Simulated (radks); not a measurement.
Values are calculated unless marked as measured or tabulated.
Species: La XIV. Configuration: [Kr] 4d8.

Code: a radial shooting solver on a logarithmic mesh with Libxc functionals. Model: Dirac Kohn-Sham, relativistic LDA (MacDonald-Vosko exchange, VWN5 correlation), spin-unpolarised, spherical densities, finite nucleus; open shells fill j = l - 1/2 first; Fermi nuclear charge, rms radius 4.855 fm.

Energy parts (Ry):
total: -16849.2131
kinetic: 17980.7600
electron-nucleus: -40214.5704
Hartree: 5736.6344
exchange-correlation: -352.0370

Orbitals (lengths in bohr, moments of r in powers of bohr; <r^-3> diverges for s and p1/2; r(max) is where P^2 peaks):
| orbital | occ. | eigenvalue (Ry) | r(max) | <r^4> | <r> | <r^-3> |
|---|---|---|---|---|---|---|
| 1s1/2 | 2 | -2846.074 | 0.01614 | 1.946e-06 | 0.02517 | - |
| 2s1/2 | 2 | -468.3988 | 0.09141 | 0.0003213 | 0.1073 | - |
| 2p1/2 | 2 | -443.3658 | 0.06966 | 0.0002021 | 0.09011 | - |
| 2p3/2 | 4 | -413.2985 | 0.07480 | 0.0002496 | 0.09618 | 6638 |
| 3s1/2 | 2 | -113.7195 | 0.2612 | 0.01315 | 0.2853 | - |
| 3p1/2 | 2 | -103.0680 | 0.2475 | 0.01223 | 0.2748 | - |
| 3p3/2 | 4 | -97.18166 | 0.2588 | 0.01435 | 0.2868 | 1333 |
| 3d3/2 | 4 | -78.38201 | 0.2078 | 0.01101 | 0.2573 | 218.5 |
| 3d5/2 | 6 | -77.11312 | 0.2110 | 0.01157 | 0.2610 | 199.5 |
| 4s1/2 | 2 | -35.80494 | 0.6038 | 0.3092 | 0.6422 | - |
| 4p1/2 | 2 | -31.80145 | 0.6119 | 0.3511 | 0.6572 | - |
| 4p3/2 | 4 | -30.45856 | 0.6348 | 0.4031 | 0.6811 | 306.2 |
| 4d3/2 | 4 | -23.78139 | 0.6497 | 0.5362 | 0.7171 | 43.61 |
| 4d5/2 | 4 | -23.53178 | 0.6569 | 0.5575 | 0.7246 | 39.62 |

The highest occupied level is 4d5/2 at -320.17 eV. The density falls to 0.001 e/bohr^3 at r = 1.86 bohr. Summed over all electrons, <r^2> = 10.41 bohr^2, which gives a Langevin (diamagnetic) susceptibility term of -8.25 x 10^-6 cm^3/mol. The electron density at the nucleus is 3.472e+05 e/bohr^3.
